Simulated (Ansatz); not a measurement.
`[SiH3][SiH2][InH2]` + CH₃SH → `CS[SiH2][SiH3]` + `[InH3]`  (cleavage of the Si–In bond)

Isolated molecules relaxed with PBE0-D4/def2-TZVP in Ansatz; ΔE leaves out vibrations. CCSD(T)/CBS is the MP2 limit (def2-TZVPP, def2-QZVPP) plus CCSD(T) − MP2 in def2-TZVPP, frozen cores. This one scheme is used for every species. Functionals use def2-TZVPP. B3LYP here is the variant with VWN-RPA as its local correlation; programs differ in this. Elements past krypton have def2 core potentials. For In outer-core shells are correlated without core-valence functions, which leaves a few kJ/mol of doubt a bond. Each species was taken in one conformer, which may not be the lowest.

```json
{"level": "PBE-D4", "ΔE (kcal/mol)": "-2.6", "difference from CCSD(T)/CBS": "0.5"}
{"level": "r2SCAN-D4", "ΔE (kcal/mol)": "-3.9", "difference from CCSD(T)/CBS": "-0.8"}
{"level": "PBE0-D4", "ΔE (kcal/mol)": "-3.0", "difference from CCSD(T)/CBS": "0.1"}
{"level": "B3LYP-D4", "ΔE (kcal/mol)": "-4.0", "difference from CCSD(T)/CBS": "-0.9"}
{"level": "ωB97X-V", "ΔE (kcal/mol)": "-4.5", "difference from CCSD(T)/CBS": "-1.4"}
{"level": "ωB97M-V", "ΔE (kcal/mol)": "-4.5", "difference from CCSD(T)/CBS": "-1.4"}
{"level": "B2PLYP", "ΔE (kcal/mol)": "-3.4", "difference from CCSD(T)/CBS": "-0.3"}
{"level": "PBE", "ΔE (kcal/mol)": "-1.8", "difference from CCSD(T)/CBS": "1.3"}
{"level": "r2SCAN", "ΔE (kcal/mol)": "-3.6", "difference from CCSD(T)/CBS": "-0.5"}
{"level": "PBE0", "ΔE (kcal/mol)": "-2.4", "difference from CCSD(T)/CBS": "0.7"}
{"level": "B3LYP", "ΔE (kcal/mol)": "-2.7", "difference from CCSD(T)/CBS": "0.4"}
{"level": "HF/def2-TZVPP", "ΔE (kcal/mol)": "-4.9", "difference from CCSD(T)/CBS": "-1.8"}
{"level": "MP2/def2-TZVPP", "ΔE (kcal/mol)": "-4.0", "difference from CCSD(T)/CBS": "-0.9"}
{"level": "SCS-MP2/def2-TZVPP", "ΔE (kcal/mol)": "-4.1", "difference from CCSD(T)/CBS": "-1.0"}
{"level": "CCSD/def2-TZVPP", "ΔE (kcal/mol)": "-2.9", "difference from CCSD(T)/CBS": "0.2"}
{"level": "CCSD(T)/def2-TZVPP", "ΔE (kcal/mol)": "-3.1", "difference from CCSD(T)/CBS": "0.0"}
{"level": "HF/def2-QZVPP", "ΔE (kcal/mol)": "-5.0", "difference from CCSD(T)/CBS": "-1.9"}
{"level": "MP2/def2-QZVPP", "ΔE (kcal/mol)": "-4.0", "difference from CCSD(T)/CBS": "-0.9"}
{"level": "SCS-MP2/def2-QZVPP", "ΔE (kcal/mol)": "-4.2", "difference from CCSD(T)/CBS": "-1.1"}
{"level": "HF/CBS(def2)", "ΔE (kcal/mol)": "-5.0", "difference from CCSD(T)/CBS": "-1.9"}
{"level": "MP2/CBS(def2)", "ΔE (kcal/mol)": "-4.0", "difference from CCSD(T)/CBS": "-0.9"}
{"level": "CCSD/CBS(def2)", "ΔE (kcal/mol)": "-3.0", "difference from CCSD(T)/CBS": "0.1"}
{"level": "CCSD(T)/CBS", "ΔE (kcal/mol)": "-3.1", "difference from CCSD(T)/CBS": "0"}
```

Largest T1 diagnostic among the species: 0.014.

The D4 term adds −1.3 kcal/mol with B3LYP and −0.7 kcal/mol with PBE0; it sums over pairs of atoms, weighted by their polarisabilities, and B3LYP, whose exchange is more repulsive, gets the larger term. In def2-TZVPP, CCSD(T) changes the Hartree–Fock value by +1.9 kcal/mol (the triples alone add −0.1 kcal/mol) and MP2 by +1.0 kcal/mol.
